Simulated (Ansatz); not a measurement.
Program: Ansatz. Geometries: PBE0-D4/def2-TZVP. ΔE: electronic, gas phase. CCSD(T)/CBS is the MP2 limit (def2-TZVPP, def2-QZVPP) plus CCSD(T) − MP2 in def2-TZVPP, frozen cores. DFT in def2-TZVPP. For As, Zn outer-core shells are correlated without core-valence functions, which leaves a few kJ/mol of doubt a bond. Scalar relativity is left out up to krypton. One conformer a species, not always the lowest.

Consider the substitution at a C–Zn bond: `N[CH]([SiH3])[ZnH]` + `[AsH3]` → `NC([SiH3])[AsH2]` + `[ZnH2]`.

`N[CH]([SiH3])[ZnH]`:

```xyz
11

N     0.426    1.566   -0.154
C     0.547    0.096   -0.086
Si   -0.871   -0.716   -0.990
Zn    0.716   -0.659    1.734
H    -0.437    1.885    0.268
H     1.180    2.033    0.333
H     1.444   -0.199   -0.646
H    -0.976   -0.314   -2.421
H    -2.163   -0.364   -0.330
H    -0.707   -2.196   -0.909
H     0.842   -1.132    3.202
```

`[AsH3]`:

Z-matrix (Å, degrees):
```
As
H 1 1.522
H 1 1.522 2 92.0
H 1 1.522 2 92.0 3 -92.1
```

`NC([SiH3])[AsH2]`:

Cartesian coordinates in Å:
```
N -0.115 -1.689 -0.217
C -0.514 -0.312 0.038
Si 0.546 0.882 -0.952
As -0.314 0.004 1.994
H -0.162 -1.912 -1.204
H -0.707 -2.348 0.275
H -1.575 -0.094 -0.167
H 1.967 0.781 -0.535
H 0.455 0.555 -2.407
H 0.053 2.269 -0.747
H -0.788 1.453 1.957
H 1.154 0.410 1.964
```

`[ZnH2]`:

```xyz
3

Zn    0.000    0.000    0.000
H    -0.386    1.375   -0.588
H     0.386   -1.375    0.588
```

Question: Is it downhill or uphill in electronic energy at CCSD(T)/CBS, and by how much? (Estimate.)

Answer: Computed: Nearly level: ΔE = +0.9 kJ/mol.

Question: What do these levels give: ωB97X-V, B2PLYP, CCSD/def2-TZVPP, MP2/def2-QZVPP, SCS-MP2/def2-QZVPP, CCSD/CBS(def2)? (Best estimate.)

Answer: Ansatz gave: ωB97X-V -1.9, B2PLYP 3.7, CCSD/def2-TZVPP -3.0, MP2/def2-QZVPP -1.1, SCS-MP2/def2-QZVPP -2.2, CCSD/CBS(def2) 0.1 kJ/mol.

Largest T1 diagnostic among the species: 0.016.

The D4 term adds −7.5 kJ/mol with B3LYP and −4.0 kJ/mol with PBE0; it sums over pairs of atoms, weighted by their polarisabilities, and B3LYP, whose exchange is more repulsive, gets the larger term. From PBE to PBE0 (25 % exact exchange), in def2-TZVPP and without D4, ΔE moves by −6.2 kJ/mol.

B3LYP here is the variant with VWN-RPA as its local correlation; programs differ in this.
